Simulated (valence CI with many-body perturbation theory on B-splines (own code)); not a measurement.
**Energy levels of Ce19+**

Method: configuration interaction combined with many-body perturbation theory (CI+MBPT): three valence electrons over a frozen Dirac-Fock core [Kr], a basis of 9 s, 9 p, 10 d, 8 f, 5 g, 3 h, 1 i functions for each j, with the one-electron correlation potential Σ1, the two-electron term Σ2, the three-electron term Σ3, Breit, model QED; selected CI, second order for the rest (own B-spline code, finite nucleus).

No measured levels were compared; by estimate terms of the open shell hold to 2 to 4 % of their energy, and close levels can change places. Only levels of the ground parity were solved; by the run's estimate the other parity begins above the list, which can be wrong where configurations are misplaced.

Levels 1 to 19 of 19, with energies above the lowest level, 4d3 4F_3/2. "Leading %" is the weight of the configuration and term that name the level; weights of strongly mixed levels are sums over their largest components and can fall short. In the jj column 3d3/2^4 stands for four electrons in 3d with j = 3/2. Lifetimes count E1, E2, E3, M1 and M2 decay at the calculated energies, and are blank where another channel may lead or the interval is too uncertain; long ones can be off by a factor of two.

| No. | Configuration | Term | J | E (cm⁻¹) | Leading % | g | Leading jj | Lifetime |
| --- | --- | --- | --- | --- | --- | --- | --- | --- |
| 1 | 4d3 | 4F | 3/2 | 0.0 | 75 | 0.525 | 4d3/2^3 (81 %) |  |
| 2 | 4d3 | 4F | 5/2 | 21076 | 93 | 1.039 | 4d3/2^2 4d5/2 (93 %) | 3.06 ms |
| 3 | 4d3 | 4F | 7/2 | 34960 | 75 | 1.159 | 4d3/2^2 4d5/2 (67 %) | 12.2 ms |
| 4 | 4d3 | 4P | 3/2 | 38912 | 47 | 1.357 | 4d3/2^2 4d5/2 (85 %) | 2.43 ms |
| 5 | 4d3 | 4F | 9/2 | 41616 | 40 | 1.155 | 4d3/2^2 4d5/2 (82 %) | 231 ms |
| 6 | 4d3 | 4P | 1/2 | 45546 | 70 | 2.067 | 4d3/2^2 4d5/2 (97 %) | 8.54 ms |
| 7 | 4d3 | 2G | 7/2 | 64816 | 72 | 0.982 | 4d3/2 4d5/2^2 (77 %) | 973 μs |
| 8 | 4d3 | 2H | 9/2 | 68030 | 53 | 1.102 | 4d3/2 4d5/2^2 (70 %) | 1.66 ms |
| 9 | 4d3 | 4P | 5/2 | 68302 | 86 | 1.533 | 4d3/2 4d5/2^2 (52 %) | 3.22 ms |
| 10 | 4d3 | 2D | 3/2 | 78627 | 45 | 1.168 | 4d3/2 4d5/2^2 (96 %) | 533 μs |
| 11 | 4d3 | 2P | 1/2 | 83208 | 70 | 1.266 | 4d3/2 4d5/2^2 (97 %) | 1.04 ms |
| 12 | 4d3 | 2H | 11/2 | 87558 | 100 | 1.089 | 4d3/2 4d5/2^2 (100 %) | 3.34 ms |
| 13 | 4d3 | 2D | 5/2 | 94933 | 92 | 1.199 | 4d3/2 4d5/2^2 (67 %) | 1.18 ms |
| 14 | 4d3 | 2F | 5/2 | 103140 | 81 | 0.945 | 4d3/2 4d5/2^2 (64 %) | 1.75 ms |
| 15 | 4d3 | 2G | 9/2 | 106240 | 59 | 1.091 | 4d5/2^3 (86 %) | 640 μs |
| 16 | 4d3 | 2F | 7/2 | 107100 | 92 | 1.124 | 4d3/2 4d5/2^2 (90 %) | 1.83 ms |
| 17 | 4d3 | 2P | 3/2 | 116330 | 57 | 1.190 | 4d5/2^3 (77 %) | 541 μs |
| 18 | 4d3 | 2D | 3/2 | 154600 | 97 | 0.817 | 4d3/2 4d5/2^2 (76 %) | 500 μs |
| 19 | 4d3 | 2D | 5/2 | 160870 | 78 | 1.163 | 4d5/2^3 (75 %) | 280 μs |

Names give the largest LS component (configuration and term), which can be under half, so a name can repeat, a term be missing and a line seem to break the LS rules; names also repeat where a configuration has a term twice.

The ionisation energy to 4d2 3F_2 of the next ion comes out as 544.25 eV (NIST: 543 ± 4 eV (theoretical)). All 19 levels together are meant to be complete up to 167290 cm⁻¹.
